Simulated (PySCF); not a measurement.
## H8NOSi3: g tensor and hyperfine couplings

Species: H8NOSi3 (doublet state).
Geometry (GFN2-xTB, Å), atoms numbered from 1 in this order:
```
atom  x, y, z in Å
Si1    1.7057    0.7105    1.2147
N2     1.6718   -0.6526    0.1407
Si3    0.4915   -1.0473   -1.0582
O4    -0.8586   -0.2083   -0.7648
Si5   -1.9942    0.5774    0.0697
H6     0.6618    0.6171    2.2327
H7     1.6996    1.9803    0.4920
H8     2.4694   -1.2653    0.1596
H9     0.8985   -0.6121   -2.3928
H10    0.1645   -2.4667   -0.9485
H11   -1.5179    1.9435    0.2898
H12   -3.1725    0.5343   -0.7934
H13   -2.2240   -0.1102    1.3407
```

The hyperfine couplings belong to this conformer and change with its torsions.

The species is `[SiH2]N[SiH2]O[SiH3]` [radical].

Level of theory: UKS B3LYP, pcH-1 on H N O Si, non-relativistic, mean-field spin-orbit, GIAO (PySCF 2.14.0). The structure is a single GFN2-xTB conformer in the gas phase; no vibrational or solvent corrections. Couplings are sensitive to structure, and on GFN2-xTB geometries they can be far from those on DFT ones, by a factor of two or more for some ions and for spin on atoms past the first row. No stability test was run, so a lower SCF solution isn't excluded.

```json
{
 "g1, g2, g3": "2.00213, 2.00276, 2.00424",
 "g_iso": "2.00304",
 "Form of g": "rhombic: the two nearest values differ by 30 % of g3 − g1",
 "⟨S²⟩": "0.7513 (exact 0.7500)",
 "Total energy": "-1003.37728 Eh"
}
```

Hyperfine couplings atom by atom, in 10⁻⁴ cm⁻¹; T1 to T3 are the principal values of the dipolar part (1 × 10⁻⁴ cm⁻¹ = 2.998 MHz):

| atom | isotope | a_iso | of which spin–orbit | T1 | T2 | T3 | Mulliken spin population |
| --- | --- | --- | --- | --- | --- | --- | --- |
| Si1 | 29Si | -162.5 | 0.4 | -58.4 | 29.1 | 29.3 | 0.98 |
| N2 | 14N | 1.5 | 0.0 | -0.6 | -0.5 | 1.1 | -0.01 |
| Si3 | 29Si | -12.1 | 0.0 | -2.4 | 1.2 | 1.2 | 0.01 |
| O4 | 17O | -0.4 | 0.0 | -0.2 | 0.1 | 0.1 | 0.00 |
| Si5 | 29Si | -1.6 | 0.0 | -0.1 | 0.0 | 0.1 | 0.00 |
| H6 | 1H | 16.5 | 0.0 | -3.3 | 0.5 | 2.9 | 0.01 |
| H7 | 1H | 14.7 | 0.0 | -3.3 | 0.5 | 2.9 | 0.00 |
| H8 | 1H | 10.1 | 0.0 | -2.0 | -1.1 | 3.2 | 0.00 |
| H9 | 1H | 0.2 | 0.0 | -0.4 | -0.3 | 0.7 | 0.00 |
| H10 | 1H | 1.7 | 0.0 | -0.4 | -0.3 | 0.6 | 0.00 |
| H11 | 1H | 1.2 | 0.0 | -0.5 | -0.4 | 0.9 | 0.00 |
| H12 | 1H | 1.2 | 0.0 | -0.2 | -0.1 | 0.3 | 0.00 |
| H13 | 1H | 0.3 | 0.0 | -0.4 | -0.3 | 0.6 | 0.00 |

The largest Mulliken spin population is on Si1 (+0.98). The angles at Si1 add up to 337.0°, so it is pyramidal.

Axes: g3 points within 9° of the Si1–N2 bond.

Under fast tumbling the dipolar parts average out, and these isotropic splittings remain: 2 × 1H (H6/H7, I = 1/2, 3 lines) with 1.67 mT, 1 × 1H (H8, I = 1/2, 2 lines) with 1.08 mT, 1 × 14N (N2, I = 1, 3 lines) with 0.16 mT, 2 × 1H (H9/H10, I = 1/2, 3 lines) with 0.10 mT and 3 × 1H (H11/H12/H13, I = 1/2, 4 lines) with 0.10 mT.

Means are taken over nuclei equivalent by connectivity, which assumes that they swap fast. The 1H value of +46.7 MHz is a mean of couplings from 44.1 to 49.4 MHz in this one geometry, not an average over conformers.

The 29Si coupling of Si1 (-487.2 MHz) shows only in satellite lines or after enrichment, since that isotope makes up about 4.7 % of natural silicon.

On one thread of an Arm Neoverse V2, shared host with 96 logical CPUs at a one-minute load of 68, this took 58 s (with the writing of density and orbital grids) and 0.80 GiB of memory at its peak.
